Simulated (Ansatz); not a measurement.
Ansatz (a quantum-chemistry and plane-wave program) input file for CH7AlP2, SMILES [CH3][Al]([PH2])[PH2], PBE0/def2-SVPD. Coordinates come from a TPSSh-D3(BJ)/def2-SVP optimisation. The structure was generated by enumeration; whether it is a known compound was not checked. Other conformers were not sampled.

Ansatz 0.2 input:
```yaml
crystal:
  periodic: [false, false, false]
  atoms:
    - {symbol: Al, position_ang: [0.34064839, -0.15115149, -0.13853219]}
    - {symbol: C, position_ang: [2.12748055, -0.67045734, -0.76981835]}
    - {symbol: H, position_ang: [2.07921441, -1.64049313, -1.29854423]}
    - {symbol: H, position_ang: [2.85001080, -0.78702681, 0.05542971]}
    - {symbol: H, position_ang: [2.53817527, 0.06189853, -1.48617186]}
    - {symbol: P, position_ang: [-0.26436172, -0.42567323, 2.10650656]}
    - {symbol: H, position_ang: [0.24714758, -1.75418563, 2.21068455]}
    - {symbol: H, position_ang: [-1.60996317, -0.82372015, 1.85229231]}
    - {symbol: P, position_ang: [-1.08050065, 1.10446468, -1.51237326]}
    - {symbol: H, position_ang: [-2.28002968, 0.42723724, -1.14305157]}
    - {symbol: H, position_ang: [-0.84493187, 0.32213179, -2.68281002]}
basis:
  gaussian:
    orbitals: def2-SVPD
hamiltonian:
  xc: {name: PBE0}
```

Program output:

```
Functional definition: PBE0
integrals: 0.09 GiB planned
1352 factors; their error is unknown
mean field: 0.69 GiB planned
mean field evaluation 1: about -26301.1180 eV, gradient 4.5e1 eV
mean field evaluation 2: about -26298.9199 eV, gradient 5.0e1 eV
mean field evaluation 4: about -26306.1846 eV, gradient 1.7e0 eV
mean field evaluation 8: about -26306.4132 eV, gradient 4.5e-2 eV
mean field -26306.41322823 eV, -966.7428550102 hartree, gradient 4.3e-5 eV, S^2 0.000000; 0 other end points of the search recorded, 0 dependent functions left out
reference -26306.41327266 eV, -966.7428566430 hartree; 28, 28 occupied and 120, 120 virtual orbitals, 1352 factors
Total energy: -26306.41327266 eV, -966.7428566430 hartree
```

Self-consistency was reached.
